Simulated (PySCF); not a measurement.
Excitations are Tamm–Dancoff values on a coarser integration grid. The basis has no diffuse functions, so Rydberg states are missing or too high.

H$_{3}$AlO$_{3}$, SMILES `[OH][Al]([OH])[OH]` (charge 0, multiplicity 1)

All values below come from PBE0-D4/def2-TZVP (PySCF 2.14.0).

```yaml
HOMO: -9.02 eV
dipole_moment: 0.00 D
HOMO–LUMO gap: 8.59 eV
LUMO: -0.43 eV
S1 excitation (TDA): 7.01 eV
S1 oscillator strength: 0.000
brightest of the four lowest singlets (TDA): 7.87 eV
T1 excitation (TDA): 6.68 eV
S1–T1 gap (TDA): 0.33 eV
total_energy: -469.8415 Ha
cost: very roughly 50 core-seconds
```

```xyz
7

O     -1.1536    -1.2067     0.2557
Al     0.0000    -0.0001     0.0000
O      1.6422    -0.3934    -0.0252
O     -0.4887     1.6000    -0.2305
H     -2.0912    -1.0236     0.2767
H      1.9579    -1.2864     0.1012
H      0.1334     2.3101    -0.3779
```
